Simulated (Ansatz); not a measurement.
C2H6ClFSn can be A, `C[C](F)(Cl)[SnH3]`, or B, `C[CH2][SnH]([F])[Cl]`.

Gas-phase electronic energies from Ansatz, PBE0-D4/def2-TZVP geometries. CBS: MP2 limit from def2 TZ/QZ plus the TZ coupled-cluster correction, frozen cores. Functionals use def2-TZVPP. B3LYP here is the variant with VWN-RPA as its local correlation; programs differ in this. Elements past krypton have def2 core potentials. For Sn outer-core shells are correlated without core-valence functions, which leaves a few kJ/mol of doubt a bond. One conformer a species, not always the lowest.

Q: Which is lower in electronic energy at CCSD(T)/CBS, and by how much? (An estimate is asked.)

A: Ansatz gave: B, by 74.6 kcal/mol.

Q: Give E(B) − E(A) in kcal/mol with CCSD/def2-TZVPP, B3LYP, PBE-D4, B3LYP-D4, r2SCAN-D4, PBE0-D4, ωB97M-V. (Best estimate.)

A: Ansatz gave: CCSD/def2-TZVPP -71.7, B3LYP -72.5, PBE-D4 -68.5, B3LYP-D4 -71.7, r2SCAN-D4 -71.4, PBE0-D4 -70.3, ωB97M-V -70.6. None reverses the order clearly.

Largest T1 diagnostic: 0.012.

From PBE to PBE0 (25 % exact exchange), in def2-TZVPP and without D4, E(B) − E(A) moves by −1.7 kcal/mol. The D4 term adds +0.8 kcal/mol with B3LYP and +0.4 kcal/mol with PBE0; it sums over pairs of atoms, weighted by their polarisabilities, and B3LYP, whose exchange is more repulsive, gets the larger term.
